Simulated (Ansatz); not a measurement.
F₃H₃InP. The species carries charge 0 and has multiplicity 1. In takes the def2 core potential. The bonds changed during the relaxation, so this is another structure than the one it started from.

Z-matrix (Å, degrees):
```
P
F 1 1.566
F 1 1.597 2 96.9
F 1 1.568 2 97.8 3 -97.4
In 3 2.765 1 117.7 2 77.2
H 5 1.734 3 80.0 1 1.3
H 5 1.722 3 95.6 1 119.8
H 5 1.721 3 96.9 1 -117.3
```

**Question.** List the harmonic frequencies (cm⁻¹, unscaled) at PBE0-D4/def2-TZVP in Ansatz. (Best estimate.)

**Answer.** Ansatz gave: 24, 38, 67, 69, 182, 258, 343, 351, 479, 594, 611, 632, 806, 877, 900, 1785, 1826, 1832.

**Question.** Is this a minimum?

**Answer.** Yes, all 18 modes are real.

**Question.** Give the ideal-gas thermochemistry at 298.15 K and 1 bar (rigid rotor, harmonic oscillator; point group C1, symmetry number 1).

**Answer.** Zero-point energy 69.8 kJ/mol; H(298) − E = 95.6 kJ/mol; entropy 418.3 J/(mol·K), of which translation 175.3, rotation 122.1, vibration 120.9; G(298) − E = -29.1 kJ/mol. Modes under 100 cm⁻¹ are hindered rotations or soft bends, so the harmonic entropy is rough.

**Question.** And at 400, 500, 600, 800 and 1000 K?

**Answer.** 
| T (K) | H − E (kJ/mol) | S (J/mol/K) | G − E (kJ/mol) |
| --- | --- | --- | --- |
| 400 | 108.6 | 455.6 | -73.7 |
| 500 | 122.4 | 486.5 | -120.8 |
| 600 | 137.1 | 513.3 | -170.8 |
| 800 | 168.4 | 558.2 | -278.2 |
| 1000 | 201.2 | 594.8 | -393.6 |

**Question.** Rotational constants (cm⁻¹)?

**Answer.** 0.2273, 0.02131, 0.02028.
